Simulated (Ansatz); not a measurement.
AlBH4SeSi, SMILES `[AlH2][B]1[SiH2][Se]1` at its PBE0-D4/def2-TZVP geometry, where that method's forces vanish. The species carries charge 0 and has multiplicity 1.

```xyz
8

Al   -1.0898   -1.1042    1.4236
B    -0.1241   -0.2243   -0.1967
Si    1.0355    1.1540   -0.9742
Se    0.0172   -0.5544   -2.0905
H    -0.3578   -2.2206    2.2876
H    -2.5487   -0.6322    1.8450
H     0.5532    2.5046   -1.3451
H     2.5147    1.0771   -0.9497
```

Problem. What forces (eV/Å) does ωB97M-V/def2-TZVPP give on these atoms in the Gaussian-basis code of Ansatz? (Estimate.)

Solution. Ansatz gave: 
```
Al1 -0.062 -0.057  0.097
B2   0.036  0.031 -0.065
Si3  0.054  0.063 -0.039
Se4  0.012  0.047  0.109
H5  -0.079  0.120 -0.094
H6   0.157 -0.051 -0.046
H7   0.065 -0.167  0.044
H8  -0.184  0.014 -0.006
```
